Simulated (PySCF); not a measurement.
**Sulfur: a sound run and one with changed settings**

Sound run: S(2+) [Ne] 3s2 3p2, S(3+) [Ne] 3s2 3p1. Calculation: PySCF 2.14, in cc-pV(D+d)Z; no relativity, point nucleus. In the sound run the correlated levels freeze [Ne]. The sound run starts from symmetry-adapted Hartree-Fock orbitals and uses a fine grid where one is needed.

Changed run: a valence shell is frozen. This setting is unsound on purpose.

```
species   method  sound run (hartree)  changed run (hartree)  converged
  S(2+)      MP2           -396.37712             -396.32879        yes
  S(2+)  CCSD(T)           -396.40124             -396.33151        yes
```

Ionisation energy of S(2+):

```
 method  sound run (eV)  changed run (eV)
    UHF          34.129            34.129
    MP2          34.454            34.286
SCS-MP2          34.373            34.181
   CCSD          34.489            34.360
CCSD(T)          34.498            34.360
  CCSDT             n/a            34.360
    FCI             n/a            34.360
```

Freezing a valence shell removes pair correlation that changes on ionisation.

For comparison, NIST gives 34.86 ± 0.04 eV between the lowest levels.
